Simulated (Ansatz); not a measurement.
From Si to Sn: the HOMO–LUMO gap

Gas-phase molecules, one atom swapped for its congeners: SiH(SH)3; GeH(SH)3; SnH(SH)3. All are singlets with charge 0.

Shapes, held fixed at every level: PBE0-D4/def2-TZVP. Flexible molecules stand in one conformer, not always the lowest. Programs: Ansatz 0.2.0. Values in eV.

```json
{"level": "PBE-D4/def2-TZVPP", "SiH(SH)3": "5.05", "SnH(SH)3": "3.91"}
{"level": "r2SCAN-D4/def2-TZVPP", "SiH(SH)3": "5.65", "SnH(SH)3": "4.39"}
{"level": "B3LYP-D4/def2-TZVPP", "SiH(SH)3": "6.64", "SnH(SH)3": "5.47"}
{"level": "PBE0-D4/def2-TZVPP", "SiH(SH)3": "7.17", "SnH(SH)3": "6.01"}
{"level": "wB97M-V/def2-TZVPP", "SiH(SH)3": "11.17", "SnH(SH)3": "10.08"}
{"level": "wB97X-V/def2-TZVPP", "SiH(SH)3": "11.59", "SnH(SH)3": "10.40"}
```

Q: Estimate the column for GeH(SH)3 from its neighbours.

A: The mean of the neighbours at wB97X-V/def2-TZVPP is 11.00 eV, against 11.09 from the run. All rows: PBE-D4/def2-TZVPP 4.46; r2SCAN-D4/def2-TZVPP 4.99; B3LYP-D4/def2-TZVPP 6.08; PBE0-D4/def2-TZVPP 6.62; wB97M-V/def2-TZVPP 10.72; wB97X-V/def2-TZVPP 11.09 eV. At wB97X-V/def2-TZVPP the HOMO–LUMO gap falls at every step, from 11.59 to 10.40 eV. Every level shows the same order. For atoms past krypton def2 sets carry core potentials with scalar relativity. Relativity is left out for Ge. Orbital gaps aren't excitation energies, and the LUMO depends on the basis.
